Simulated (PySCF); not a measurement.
SnF: mean field, correlation and small terms against distance

State: ²Π, doublet, unpaired electrons π ↑. ROHF-based CCSD(T) in PySCF 2.14 with Sn cc-pwCVDZ-PP with ECP28, F aug-cc-pVDZ and Sn cc-pwCVTZ-PP with ECP28, F aug-cc-pVTZ (frozen core orbitals: 5; scalar-relativistic core potentials). Correlation energies are extrapolated as n⁻³ (n = 2, 3), Hartree–Fock as (n+1)·exp(−9√n). All energies in eV from Sn + F.

| R (Å) | HF/CBS | CCSD corr. | (T) | total |
| --- | --- | --- | --- | --- |
| 1.7304 | -2.642 | -1.533 | -0.1559 | -4.332 |
| 1.8090 | -3.062 | -1.545 | -0.1669 | -4.774 |
| 1.8877 | -3.229 | -1.560 | -0.1780 | -4.967 |
| 1.9663 | -3.227 | -1.575 | -0.1888 | -4.991 |
| 2.0450 | -3.114 | -1.591 | -0.1991 | -4.904 |
| 2.1433 | -2.877 | -1.608 | -0.2113 | -4.696 |
| 2.2416 | -2.580 | -1.621 | -0.2223 | -4.423 |

A fit to the total gives Re = 1.9404 Å, De = 4.998 eV, ωe = 582.0 cm⁻¹, Be = 0.2730 cm⁻¹ (masses 119.9022 and 18.9984 u).

Task: At R = 1.9663 Å the CCSD correlation energy is -0.534827 hartree in the smaller basis and -0.758554 in the larger. Extrapolate it.

Result: (3³·E3 − 2³·E2)/(3³ − 2³) = -0.85275 hartree; the larger basis holds 89.0 % of it.

The T1 diagnostic is 0.019. The state was picked by a PBE0 search and need not be the measured ground state. Spin–orbit coupling, excitations beyond (T) and corrections to the Born–Oppenheimer picture are left out, and spin–orbit coupling matters for open p, d or f shells this heavy.
